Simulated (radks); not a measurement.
Spherical quantum dot in the effective-mass picture: electrons in a hard-walled sphere of radius 1.43, all in effective atomic units (hartree* = m*/eps^2 hartree, bohr* = eps/m* bohr), one dielectric constant everywhere. Method: non-relativistic Kohn-Sham, exchange-only LDA, spin-polarised, spherical densities; computed with a radial shooting solver with Libxc functionals. Levels are named by radial order and angular momentum (1s, 1p, 1d, 2s, ...), and open shells are averaged over m.

N = 9, configuration 1s2 1p6 1d(up 1, down 0). This is the lowest configuration that the search found. Occupied and some empty levels:

| level | occupation | eigenvalue (hartree*) | <r> (bohr*) |
|---|---|---|---|
| 1s up | 1 | 11.130 | 0.7895 |
| 1s down | 1 | 11.196 | 0.7877 |
| 1p up | 3 | 13.181 | 0.8899 |
| 1p down | 3 | 13.257 | 0.8892 |
| 1d up | 1 | 16.046 | 0.9543 |
| 1d down | 0 | 16.127 | 0.9540 |
| 2s up | 0 | 18.430 | 0.6889 |
| 2s down | 0 | 18.474 | 0.6896 |
| 1f up | 0 | 19.630 | 1.001 |
| 1f down | 0 | 19.713 | 1.001 |
| 2p up | 0 | 23.204 | 0.7633 |
| 2p down | 0 | 23.255 | 0.7633 |

Energy (hartree*): total 78.2630, kinetic 43.504, external 0, Hartree 41.752, exchange-correlation -6.9926.
